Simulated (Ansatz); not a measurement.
`[CH3][Al]([F])[CH2][SiH3]` + `OC[SiH2]O` → `OC[SiH2]O[SiH3]` + `[CH3][Al]([CH3])[F]`  (ligand exchange at the Si–C bond)

Calculated with Ansatz (gas phase, PBE0-D4/def2-TZVP geometries, no zero-point term in ΔE). CBS: MP2 limit from def2 TZ/QZ plus the TZ coupled-cluster correction, frozen cores. Functionals use def2-TZVPP. Each species was taken in one conformer, which may not be the lowest.

| level | ΔE (kJ/mol) | difference from CCSD(T)/CBS |
| --- | --- | --- |
| r2SCAN-D4 | -95.2 | 4.1 |
| PBE0-D4 | -89.2 | 10.1 |
| B2PLYP | -103.5 | -4.2 |
| PBE | -81.6 | 17.7 |
| r2SCAN | -94.8 | 4.5 |
| HF/def2-TZVPP | -123.2 | -23.9 |
| MP2/def2-TZVPP | -100.6 | -1.3 |
| MP2/def2-QZVPP | -101.2 | -1.9 |
| SCS-MP2/def2-QZVPP | -106.1 | -6.8 |
| HF/CBS(def2) | -125.2 | -25.9 |
| CCSD(T)/CBS | -99.3 | 0 |

Largest T1 diagnostic among the species: 0.011.

In def2-TZVPP, CCSD(T) changes the Hartree–Fock value by +23.8 kJ/mol (the triples alone add +3.8 kJ/mol) and MP2 by +22.6 kJ/mol. From PBE to PBE0 (25 % exact exchange), in def2-TZVPP and without D4, ΔE moves by −6.4 kJ/mol.
